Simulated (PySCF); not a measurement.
PySCF input (M06-2X/6-311+G**):

```python
from pyscf import gto, dft

mol = gto.M(
    atom='''
    Be   -0.87992344   -0.51025829   -0.68985964
    C     0.30537839    0.17708570    0.23941654
    H     0.85331289   -0.61161243    0.76365012
    H    -0.15481764    0.85375314    0.96566621
    H     0.98892816    0.73637827   -0.40637702
    ''',
    basis='6-311+g**',
    charge=1,
    spin=0,
    verbose=4,
)

mf = dft.RKS(mol, xc='m062x')
mf.grids.level = 4
mf.conv_tol = 1e-9
mf.max_cycle = 100
mf.max_memory = 1500
mf.kernel()
if not mf.converged:
    mf = mf.newton()
    mf.kernel(mf.make_rdm1())
mf.dip_moment()
```

Output:

```
PySCF version 2.14.0

[INPUT] verbose = 4
[INPUT] num. atoms = 5
[INPUT] num. electrons = 12
[INPUT] charge = 1
[INPUT] spin (= nelec alpha-beta = 2S) = 0
[INPUT] symmetry False subgroup None
[INPUT] Mole.unit = angstrom
[INPUT] Symbol           X                Y                Z      unit          X                Y                Z       unit  Magmom
[INPUT]  1 Be    -0.879923440000  -0.510258290000  -0.689859640000 AA   -1.662814312185  -0.964248420889  -1.303645783991 Bohr   0.0
[INPUT]  2 C      0.305378390000   0.177085700000   0.239416540000 AA    0.577081521461   0.334643473577   0.452431690291 Bohr   0.0
[INPUT]  3 H      0.853312890000  -0.611612430000   0.763650120000 AA    1.612527660661  -1.155779987080   1.443089581791 Bohr   0.0
[INPUT]  4 H     -0.154817640000   0.853753140000   0.965666210000 AA   -0.292562938852   1.613359612587   1.824844664647 Bohr   0.0
[INPUT]  5 H      0.988928160000   0.736378270000  -0.406377020000 AA    1.868803379270   1.391553254381  -0.767941271117 Bohr   0.0

nuclear repulsion = 20.0682884116912
number of shells = 32
number of NR pGTOs = 94
number of NR cGTOs = 62
basis = 6-311+g**
ecp = {}

******** <class 'pyscf.dft.rks.RKS'> ********
method = RKS
initial guess = minao
damping factor = 0
level_shift factor = 0
DIIS = <class 'pyscf.scf.diis.CDIIS'>
diis_start_cycle = 1
diis_space = 8
diis_damp = 0
SCF conv_tol = 1e-09
SCF conv_tol_grad = None
SCF max_cycles = 100
direct_scf = True
direct_scf_tol = 1e-13
XC library pyscf.dft.libxc version 7.1.2
    S. Lehtola, C. Steigemann, M. J. T. Oliveira, and M. A. L. Marques,  SoftwareX 7, 1–5 (2018)
XC functionals = m062x
    Y. Zhao and D. G. Truhlar,  Theor. Chem. Acc. 120, 215 (2008)
    Y. Zhao and D. G. Truhlar,  Theor. Chem. Acc. 120, 215 (2008)
radial grids:
    Treutler-Ahlrichs [JCP 102, 346 (1995); DOI:10.1063/1.469408] (M4) radial grids

becke partition: Becke, JCP 88, 2547 (1988); DOI:10.1063/1.454033
pruning grids: <function nwchem_prune>
grids dens level: 4
symmetrized grids: False
atomic radii adjust function: <function treutler_atomic_radii_adjust>
small_rho_cutoff = 0
Set gradient conv threshold to 3.16228e-05
Initial guess from minao.
tot grids = 103608
init E= -54.6407288718819
  HOMO = -0.399252339413277  LUMO = -0.150056676660157  gap/eV = 6.78096
cycle= 1 E= -54.2698635612786  delta_E= 0.371  |g|= 0.223  |ddm|= 1.73
  HOMO = -0.602489640519225  LUMO = -0.358259443316886  gap/eV = 6.64584
cycle= 2 E= -54.2799731684886  delta_E= -0.0101  |g|= 0.159  |ddm|= 0.461
  HOMO = -0.62226750470915  LUMO = -0.346714934420332  gap/eV = 7.49817
cycle= 3 E= -54.2867897013683  delta_E= -0.00682  |g|= 0.0413  |ddm|= 0.159
  HOMO = -0.609045042431255  LUMO = -0.34159528317125  gap/eV = 7.27768
cycle= 4 E= -54.2871989886875  delta_E= -0.000409  |g|= 0.00625  |ddm|= 0.0419
  HOMO = -0.609818535546918  LUMO = -0.343158151843621  gap/eV = 7.25620
cycle= 5 E= -54.2872129907119  delta_E= -1.4e-05  |g|= 0.000923  |ddm|= 0.00502
  HOMO = -0.609766514524775  LUMO = -0.343383911135037  gap/eV = 7.24864
cycle= 6 E= -54.2872135608805  delta_E= -5.7e-07  |g|= 0.000217  |ddm|= 0.00285
  HOMO = -0.609728247033452  LUMO = -0.343427623582595  gap/eV = 7.24641
cycle= 7 E= -54.2872136018443  delta_E= -4.1e-08  |g|= 2.14e-05  |ddm|= 0.000801
  HOMO = -0.609725147495258  LUMO = -0.343432791637074  gap/eV = 7.24618
cycle= 8 E= -54.2872136022103  delta_E= -3.66e-10  |g|= 2.09e-06  |ddm|= 6.66e-05
  HOMO = -0.609725807287278  LUMO = -0.343432435713902  gap/eV = 7.24621
Extra cycle  E= -54.2872136022117  delta_E= -1.42e-12  |g|= 1.49e-06  |ddm|= 7.09e-06
converged SCF energy = -54.2872136022117

WARN: System has nonzero charge 1; the dipole moment is origin-dependent.
Location of origin: [0. 0. 0.]

Dipole moment(X, Y, Z, Debye): -4.54961, -2.63829, -3.56686
```

The dipole moment of an ion depends on the origin.
